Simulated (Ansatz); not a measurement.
Consider the formal exchange of groups at the Si–C bond: `[SiH3][CH2][GaH][Cl]` + `[OH][GeH]([OH])[OH]` → `[OH][Ge]([OH])([OH])[SiH3]` + `[CH3][GaH][Cl]`.

Gas-phase electronic energies from Ansatz, PBE0-D4/def2-TZVP geometries. CBS: MP2 limit from def2 TZ/QZ plus the TZ coupled-cluster correction, frozen cores. DFT in def2-TZVPP. B3LYP here is the variant with VWN-RPA as its local correlation; programs differ in this. For Ga, Ge outer-core shells are correlated without core-valence functions, which leaves a few kJ/mol of doubt a bond. Scalar relativity is left out up to krypton. One conformer a species, not always the lowest.

| level | ΔE (kJ/mol) | difference from CCSD(T)/CBS |
| --- | --- | --- |
| PBE-D4 | -21.2 | -13.6 |
| PBE0-D4 | -15.0 | -7.4 |
| B3LYP-D4 | -15.6 | -8.0 |
| ωB97M-V | -8.5 | -0.9 |
| PBE | -22.4 | -14.8 |
| r2SCAN | -13.0 | -5.4 |
| PBE0 | -15.9 | -8.3 |
| B3LYP | -17.6 | -10.0 |
| HF/def2-TZVPP | -2.1 | 5.5 |
| MP2/def2-TZVPP | -1.2 | 6.4 |
| SCS-MP2/def2-TZVPP | -1.5 | 6.1 |
| CCSD/def2-TZVPP | -5.5 | 2.1 |
| HF/def2-QZVPP | -1.3 | 6.3 |
| SCS-MP2/def2-QZVPP | -1.8 | 5.8 |
| MP2/CBS(def2) | -2.7 | 4.9 |
| CCSD/CBS(def2) | -7.1 | 0.5 |
| CCSD(T)/CBS | -7.6 | 0 |

Largest T1 diagnostic among the species: 0.013.

From PBE to PBE0 (25 % exact exchange), in def2-TZVPP and without D4, ΔE moves by +6.5 kJ/mol.
